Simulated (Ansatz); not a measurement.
System: HgBr$_{2}$, charge 0, singlet. HgBr2 (SMILES [Br][Hg][Br]).
B3LYP-D3(BJ)/def2-TZVP minimum from Ansatz (a quantum-chemistry and plane-wave program):
```xyz
3

Hg     0.0000     0.0000     0.0000
Br     0.0000     0.0000     2.4249
Br     0.0000     0.0000    -2.4249
```
Charge 0, spin multiplicity 1.

Total energies in def2-SVP, 26 correlated electrons, 32 frozen orbitals. UHF or UKS for unpaired electrons; spin-orbit terms are left out. Cores are frozen in correlated methods (noble-gas shells, and filled d and f shells in the p block). Past Kr the def2 sets carry scalar-relativistic core potentials. Spin-orbit terms, left out, reach several kcal/mol for Br and I, and more for heavier atoms.

```tsv
method	program	energy (Eh)	minus CCSDT(Q) (mEh)
HF	Ansatz	-5296.80483	542.10
MP2	Ansatz	-5297.32962	17.31
CCSD	Ansatz	-5297.33381	13.11
CCSD(T)	Ansatz	-5297.34556	1.36
CCSDT(Q)	Ansatz	-5297.34693	0.00
```

Rough core times of Ansatz's runs on a shared machine: CCSD(T) under 20 s, CCSDT(Q) 6 min.
